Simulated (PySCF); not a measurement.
Computed with core-valence-separated Tamm–Dancoff BHandHLYP/aug-pcX-1 (pcseg-1 on H, def2-SVPD on S) in PySCF, non-relativistic, gas phase, PBE0-D3(BJ)/def2-SVP geometry. No empirical shift is added; at this level the pattern usually sits a few eV under experiment.

Main lines of an unknown, eV (oscillator strength): C K: 285.6 (0.017), 286.1 (0.100), 286.6 (0.023), 286.6 (0.041), 286.7 (0.044); O K: 532.1 (0.064), 533.4 (0.092), 533.5 (0.019). Listed: the first five lines at most of each edge with a tenth or more of its strongest line's intensity; roots within 0.03 eV on the same or equivalent atoms are summed. Only the lowest roots were sought, and the top ones are left out.

Task: Which candidate gives them?
A. `CCS(=O)(=O)CC`
B. `O=COc1cscc1`
C. `CC[S@@](=O)COC`

Result: A. 

- `CCS(=O)(=O)CC`: C K: 285.6 (0.017), 286.1 (0.100), 286.6 (0.023), 286.6 (0.041), 286.7 (0.044); O K: 532.1 (0.064), 533.4 (0.092), 533.5 (0.019). First C line listed at 285.6 eV, hole on the methyl carbon; first O line listed at 532.1 eV, hole on the sulfonyl oxygen.
- `CC[S@@](=O)COC`: C K: 285.4 (0.010), 285.6 (0.058), 286.2 (0.006), 286.3 (0.017), 286.3 (0.016); O K: 530.4 (0.040), 531.7 (0.019), 532.9 (0.005), 533.0 (0.011), 533.7 (0.015). First C line listed at 285.4 eV, hole on the methyl carbon; first O line listed at 530.4 eV, hole on the sulfinyl oxygen.
- `O=COc1ccsc1`: C K: 283.4 (0.045), 283.4 (0.065), 283.6 (0.058), 285.0 (0.081), 285.1 (0.067); O K: 529.3 (0.047), 533.3 (0.021), 534.9 (0.005), 535.1 (0.005), 535.5 (0.011). First C line listed at 283.4 eV, hole on the aromatic CH carbon (1s→π*); first O line listed at 529.3 eV, hole on the ester carbonyl oxygen (1s→π*).

One conformer each; other structures than these candidates weren't tested.

Shape of the structure used: `[CH3:1][CH2:2][S:3](=[O:4])(=[O:5])[CH2:6][CH3:7]`: C1–C2–S3–O4 -65°, C2–S3–C6–C7 180°.
